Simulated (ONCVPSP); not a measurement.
# Building the ONCV potential for Nb (PBEsol, scalar-relativistic).

ONCVPSP 4.0.1 input, shortened (lines: element, Z, core and valence counts, functional; n l f; lmax; l rc ep ncon nbas qcut; lloc lpopt rc5 dvloc0; l nproj debl; icmod fcfact rcfact), PBEsol, scalar-relativistic:

```
  Nb 41.00    6    4  -116133      upf
    1    0    2.00
    2    0    2.00
    2    1    6.00
    3    0    2.00
    3    1    6.00
    3    2   10.00
    4    0    2.00
    4    1    6.00
    4    2    4.00
    5    0    1.00
    2
    0    2.20    0.00    3    6    5.70
    1    1.55    0.00    3    7    8.80
    2    2.30    0.00    3    8    6.70
    4    5    1.00   -1.00
    0    2    3.00
    1    1    3.20
    2    2    1.80
    0    0.00    0.00
```

All-electron outer shells of the reference configuration (PBEsol, scalar-relativistic, ld1.x):

```
shell  level (eV)  outermost node (bohr)  outermost maximum (bohr)
   3d     -196.29                      –                      0.33
   4s      -58.35                   0.53                      1.04
   4p      -34.49                   0.54                      1.12
   5s       -4.01                   1.41                      3.08
   4d       -3.06                   0.55                      1.51
```

Question: Does the generator finish with these settings?

Answer: Yes, a potential is produced and its reference levels are reproduced.

Question: Estimate the cutoffs (Ha) at which the residual kinetic energy of the hardest occupied pseudo-wave falls to 1 and 0.1 mHa per electron.

Answer: 24 Ha and 30 Ha.

Question: Does the potential have ghost states?

Answer: No bound ghost flagged; GHOST(+) flagged for s at 25.4 eV.

Question: Which valence shell sets the plane-wave cutoff?

Answer: 4p: 24 Ha for 1 mHa per electron, against 14 Ha for 4d.

Its largest configuration-test error is -2.0 meV (4s2 4p6 4d4 5s0). 1 of 4 tests not solved or not reliable.
